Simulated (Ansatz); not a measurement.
The cluster Zr3O5. The state is a singlet with charge 0. Geometry PBE0-D4/def2-SVP.

```xyz
8

Zr   -2.000   -1.779   -0.669
Zr    0.251    0.116   -0.169
Zr    2.619    1.961    0.468
O    -1.204   -0.750    0.829
O     2.131    0.044    0.242
O     2.196    2.367    2.104
O    -3.508   -1.045   -1.156
O    -0.485   -0.914   -1.649
```

In the def2 sets Zr takes a core potential; there is no spin–orbit coupling. The restricted singlet is unstable towards broken spin symmetry in Hartree–Fock (as tested in another run); at LDA (SPW92)/def2-TZVP, PBE-D4/def2-TZVP, r2SCAN-D4/def2-TZVP, PBE0-D4/def2-TZVP and others this wasn't settled. Another isomer (singlet) lies 0.95 eV lower at PBE0-D4/def2-TZVP; other spin states weren't run for this one.

(1) Estimate the orbital energies around the gap (eV) in Ansatz with LDA (SPW92)/def2-TZVP, PBE-D4/def2-TZVP, r2SCAN-D4/def2-TZVP, PBE0-D4/def2-TZVP, BHLYP-D4/def2-TZVP.

Results:

(1) 
```json
{"orbital": "HOMO−9", "LDA (SPW92)/def2-TZVP": "-8.54", "PBE-D4/def2-TZVP": "-8.22", "r2SCAN-D4/def2-TZVP": "-8.50", "PBE0-D4/def2-TZVP": "-9.74", "BHLYP-D4/def2-TZVP": "-11.19"}
{"orbital": "HOMO−8", "LDA (SPW92)/def2-TZVP": "-8.21", "PBE-D4/def2-TZVP": "-7.90", "r2SCAN-D4/def2-TZVP": "-8.14", "PBE0-D4/def2-TZVP": "-9.33", "BHLYP-D4/def2-TZVP": "-10.76"}
{"orbital": "HOMO−7", "LDA (SPW92)/def2-TZVP": "-8.02", "PBE-D4/def2-TZVP": "-7.71", "r2SCAN-D4/def2-TZVP": "-7.97", "PBE0-D4/def2-TZVP": "-9.15", "BHLYP-D4/def2-TZVP": "-10.58"}
{"orbital": "HOMO−6", "LDA (SPW92)/def2-TZVP": "-7.56", "PBE-D4/def2-TZVP": "-7.26", "r2SCAN-D4/def2-TZVP": "-7.50", "PBE0-D4/def2-TZVP": "-8.67", "BHLYP-D4/def2-TZVP": "-10.02"}
{"orbital": "HOMO−5", "LDA (SPW92)/def2-TZVP": "-7.53", "PBE-D4/def2-TZVP": "-7.24", "r2SCAN-D4/def2-TZVP": "-7.38", "PBE0-D4/def2-TZVP": "-8.54", "BHLYP-D4/def2-TZVP": "-9.77"}
{"orbital": "HOMO−4", "LDA (SPW92)/def2-TZVP": "-7.39", "PBE-D4/def2-TZVP": "-7.11", "r2SCAN-D4/def2-TZVP": "-7.27", "PBE0-D4/def2-TZVP": "-8.44", "BHLYP-D4/def2-TZVP": "-9.76"}
{"orbital": "HOMO−3", "LDA (SPW92)/def2-TZVP": "-7.20", "PBE-D4/def2-TZVP": "-6.91", "r2SCAN-D4/def2-TZVP": "-7.16", "PBE0-D4/def2-TZVP": "-8.34", "BHLYP-D4/def2-TZVP": "-9.73"}
{"orbital": "HOMO−2", "LDA (SPW92)/def2-TZVP": "-7.03", "PBE-D4/def2-TZVP": "-6.77", "r2SCAN-D4/def2-TZVP": "-7.04", "PBE0-D4/def2-TZVP": "-8.26", "BHLYP-D4/def2-TZVP": "-9.66"}
{"orbital": "HOMO−1", "LDA (SPW92)/def2-TZVP": "-6.96", "PBE-D4/def2-TZVP": "-6.68", "r2SCAN-D4/def2-TZVP": "-6.88", "PBE0-D4/def2-TZVP": "-8.05", "BHLYP-D4/def2-TZVP": "-9.39"}
{"orbital": "HOMO", "LDA (SPW92)/def2-TZVP": "-4.33", "PBE-D4/def2-TZVP": "-4.09", "r2SCAN-D4/def2-TZVP": "-4.13", "PBE0-D4/def2-TZVP": "-4.74", "BHLYP-D4/def2-TZVP": "-5.40"}
{"orbital": "LUMO", "LDA (SPW92)/def2-TZVP": "-3.60", "PBE-D4/def2-TZVP": "-3.41", "r2SCAN-D4/def2-TZVP": "-3.04", "PBE0-D4/def2-TZVP": "-2.79", "BHLYP-D4/def2-TZVP": "-2.43"}
{"orbital": "LUMO+1", "LDA (SPW92)/def2-TZVP": "-3.06", "PBE-D4/def2-TZVP": "-2.79", "r2SCAN-D4/def2-TZVP": "-2.60", "PBE0-D4/def2-TZVP": "-2.15", "BHLYP-D4/def2-TZVP": "-1.65"}
{"orbital": "LUMO+2", "LDA (SPW92)/def2-TZVP": "-2.96", "PBE-D4/def2-TZVP": "-2.67", "r2SCAN-D4/def2-TZVP": "-2.41", "PBE0-D4/def2-TZVP": "-1.85", "BHLYP-D4/def2-TZVP": "-1.07"}
{"orbital": "LUMO+3", "LDA (SPW92)/def2-TZVP": "-2.79", "PBE-D4/def2-TZVP": "-2.49", "r2SCAN-D4/def2-TZVP": "-2.24", "PBE0-D4/def2-TZVP": "-1.63", "BHLYP-D4/def2-TZVP": "-0.89"}
{"orbital": "LUMO+4", "LDA (SPW92)/def2-TZVP": "-2.56", "PBE-D4/def2-TZVP": "-2.28", "r2SCAN-D4/def2-TZVP": "-2.01", "PBE0-D4/def2-TZVP": "-1.43", "BHLYP-D4/def2-TZVP": "-0.62"}
{"orbital": "LUMO+5", "LDA (SPW92)/def2-TZVP": "-2.54", "PBE-D4/def2-TZVP": "-2.22", "r2SCAN-D4/def2-TZVP": "-1.93", "PBE0-D4/def2-TZVP": "-1.29", "BHLYP-D4/def2-TZVP": "-0.36"}
```
